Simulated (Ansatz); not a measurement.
A made-up structure of GeH2Cl, doublet:

```
4
angstrom
Cl -1.2614 0.2735 0.8065
Ge 0.0664 -0.4808 -0.1224
H -0.1103 0.3052 -1.5173
H 1.3053 -0.0980 0.8333
```

It is relaxed with PBE-D4/def2-SVP and then PBE0-D4/def2-TZVP (Ansatz 0.2.0). Atoms count as bonded within 1.22 times the sum of their covalent radii (H–H: 0.88 Å). The end point is not checked to be a true minimum.

Does its bonding change? (A judgement: the text doesn't fix the answer.)

By the calculation: No: no bond forms or breaks.

Where it ends: The first stage lowers the energy by 2.43 eV in 5 steps. It ends as GeH₂Cl ([Cl][GeH2]):
```xyz
4
angstrom
Cl -1.5618 0.3088 0.9935
Ge 0.1057 -0.4513 -0.1410
H 0.0728 0.2579 -1.5144
H 1.3834 -0.1154 0.6619
```

Labels in which every atom is bracketed show which atoms are joined, not bond orders.

For scale, one of the runs: PBE0-D4/def2-TZVP relaxation, 97 basis functions, launched by `ansatz run in.yaml --threads 2 --pin off --events-out ev --progress --plain --max-ram 4352MiB`. The run took about 9 s on 2 CPU threads of an Arm Neoverse V2 (shared host).
